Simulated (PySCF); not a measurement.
Consider difluorogermane, `[F][GeH2][F]` (F2GeH2). Coordinates in Å; atoms count from 1 in this order:
```
F    -1.1050    1.2440    0.0255
Ge   -0.0234   -0.1039   -0.0081
F     1.5574    0.5959   -0.0314
H    -0.1826   -0.8702    1.3053
H    -0.2305   -0.8476   -1.3278
```

Energies: M06-2X/def2-TZVP (PySCF, density fitting, integration grid level 3) on PBE0-D3(BJ)/def2-SVP structures. Thermal corrections: PBE0-D3(BJ)/def2-SVP frequencies, unscaled, ideal gas at 298.15 K and 1 bar, quasi-RRHO entropy.

(1) Rank these bonds by dissociation enthalpy, weakest first.
A. Ge2–H
B. F1–Ge2

(2) For F1–Ge2, what are ΔE (electronic) and ΔG(298 K) of the homolysis?

## Answers

(1) A (345 kJ/mol), B (552 kJ/mol).

(2) ΔE = 560 and ΔG = 508 kJ/mol, beside ΔH = 552 kJ/mol. The radicals are F• and `[F][GeH2]`.

Note: spin-orbit coupling is left out of the energies, which matters for open shells on the heavier atoms; atoms from Ga to Kr are treated without relativity.
